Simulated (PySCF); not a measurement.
Identify the compound

Molecular formula: C6H6P2. Simulated spectra:

1H NMR (300 MHz, computed): δ 10.40 (m, 1H), 7.74 (m, 2H), 7.71 (m, 2H), 7.66 (m, 1H).

13C{1H} NMR (computed): δ 167.2 (C), 135.2 (CH), 133.7 (CH, 2C), 133.7 (CH, 2C).

[PySCF 2.14: coordinates at the GFN2-xTB level; σ from GIAO-PBE0/pcSseg-1; no solvent model; rapidly exchanging positions averaged; non-relativistic; single conformer]

Scale: 1H (σref 31.72), 13C (σref 186.93) against TMS (reference shieldings calculated alike).

Deduce the structure.

Answers


4 carbon signals for 6 carbons: some carbons are equivalent by symmetry or fast rotation. Carbon types of the structure: 1 × C, 5 × CH, leaving 1 H on heteroatoms. δC 167.2: substituted aromatic carbon. δC 135.2, 133.7, 133.7: aromatic CH; the aromatic region. δH 10.40: hydrogen on a phosphorus bonded to P. δH 7.74, 7.71, 7.66: hydrogen on an aromatic CH; ring-current deshielding.

Structure: `[H]/P=P\c1ccccc1`.

This is the structure that produced the data.

Splittings by 31P in the carbon and heteronuclear signals aren't shown, as no couplings were computed. Shifts are as computed. Against solution values, carbons near 30 ppm lie about +3 ppm off and those near 130 ppm about +5 ppm. Of 1211 compounds with measured shifts, 218 miss one by over three times the rms of a fit or turn the order of signals round; such compounds aren't used in these exercises. Multiplicities follow the n + 1 count of equivalent neighbours, as no J values were calculated; m marks all less simple cases, F and P coupling included.
